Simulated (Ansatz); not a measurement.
`B[Si](C)(C)F` + CH₄ → `B[Si](C)(C)C` + H–F  (formal exchange of groups at the Si–F bond)

Gas-phase electronic energies from Ansatz, PBE0-D4/def2-TZVP geometries. CCSD(T)/CBS adds triple-zeta CCSD(T) − MP2 to the extrapolated MP2 energy (def2 sets, frozen cores). This one scheme is used for every species. Functionals use def2-TZVPP. B3LYP here is the variant with VWN-RPA as its local correlation; programs differ in this.

Q: Is it downhill or uphill in electronic energy at CCSD(T)/CBS, and by how much? (Estimate.)

A: Ansatz gave: Uphill: ΔE = +149.5 kJ/mol.

Q: What do these levels give: PBE-D4, r2SCAN-D4, B3LYP-D4, ωB97M-V, B2PLYP, r2SCAN, B3LYP, HF/def2-TZVPP, SCS-MP2/def2-TZVPP, CCSD/def2-TZVPP, HF/def2-QZVPP, HF/CBS(def2)? (Estimate.)

A: Ansatz gave: PBE-D4 144.3, r2SCAN-D4 158.3, B3LYP-D4 158.5, ωB97M-V 155.0, B2PLYP 162.2, r2SCAN 160.1, B3LYP 167.1, HF/def2-TZVPP 178.4, SCS-MP2/def2-TZVPP 154.9, CCSD/def2-TZVPP 153.6, HF/def2-QZVPP 179.7, HF/CBS(def2) 179.9 kJ/mol.

Largest T1 diagnostic among the species: 0.011.

In def2-TZVPP, CCSD(T) changes the Hartree–Fock value by −28.4 kJ/mol (the triples alone add −3.6 kJ/mol) and MP2 by −30.3 kJ/mol. The D4 term adds −8.6 kJ/mol with B3LYP and −5.0 kJ/mol with PBE0; it sums over pairs of atoms, weighted by their polarisabilities, and B3LYP, whose exchange is more repulsive, gets the larger term.
